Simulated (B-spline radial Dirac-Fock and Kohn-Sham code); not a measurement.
# L2 emission of Kr²⁺

System: the Kr²⁺ ion, configuration [Ar] 3d10 4s2 4p4.

Calculated with a radial B-spline solver, using independent-particle rates on relativistic LDA orbitals of the hole state (multipoles up to L = 3, Coulomb Auger matrix elements, transition energies from Dirac-Fock).

```
       line  multipole  energy (eV)  rate (s⁻¹)  share (%)
 Lη (L2-M1)         E1       1436.8    1.25e+12       3.17
Lβ1 (L2-M4)         E1       1639.4    3.79e+13       96.3
Lγ5 (L2-N1)         E1       1706.9    1.89e+11      0.481
```

The listed lines hold 100.0 % of the radiative rate. The radiative width is 0.0259 eV in the length form and 0.0266 eV in the velocity form; the two differ because the transition energies are not eigenvalue differences of the potential that gave the orbitals.
